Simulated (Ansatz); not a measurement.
CsSr, multiplicity 2 (lowest of 2S+1 = 2, 4 at CCSD(T)/def2-TZVPP on PBE0 minima; our sources give no spin for the ground state, which may be another), most abundant isotopes (87.9056 and 132.9055 u). Constants from fifth-degree fits in 1/R to seven points on the lowest solution found; no spin–orbit coupling, no relativity up to Kr; ω_e x_e and α_e move by some per cent with the fit.

Correlated levels freeze the inner cores; with def2 sets outer-core shells near the valence are correlated too.

The values were computed with Ansatz (a first-principles code).  In def2 rows elements past Kr take small-core potentials, without spin–orbit coupling.

| level | r_e (Å) | ω_e (cm⁻¹) | ω_e x_e (cm⁻¹) | α_e (cm⁻¹) |
|---|---|---|---|---|
| PBE/def2-TZVPP | 4.8750 | 37.8 | 0.190 | 7.54e-5 |
| CCSD(T)/def2-QZVPP | 4.9448 | 31.6 | 0.298 | 0.000117 |

Derive the rotational constants, the centrifugal constant, the fundamental, the zero-point energy and the force constant.


μ = 52.91010 u.
- PBE/def2-TZVPP: B_e = 16.8576/(μ r_e²) = 0.013406 cm⁻¹; B₀ = B_e − α_e/2 = 0.013369 cm⁻¹; D = 4B_e³/ω_e² = 6.74e-09 cm⁻¹; fundamental ω_e − 2ω_e x_e = 37 cm⁻¹; zero-point energy ω_e/2 − ω_e x_e/4 = 19 cm⁻¹; k = μ(2πcω_e)² = 4.46 N/m
- CCSD(T)/def2-QZVPP: B_e = 16.8576/(μ r_e²) = 0.013030 cm⁻¹; B₀ = B_e − α_e/2 = 0.012972 cm⁻¹; D = 4B_e³/ω_e² = 8.87e-09 cm⁻¹; fundamental ω_e − 2ω_e x_e = 31 cm⁻¹; zero-point energy ω_e/2 − ω_e x_e/4 = 16 cm⁻¹; k = μ(2πcω_e)² = 3.11 N/m

Doubts at one or more of the structures used: a spin-contaminated determinant (CCSD(T)/def2-QZVPP).
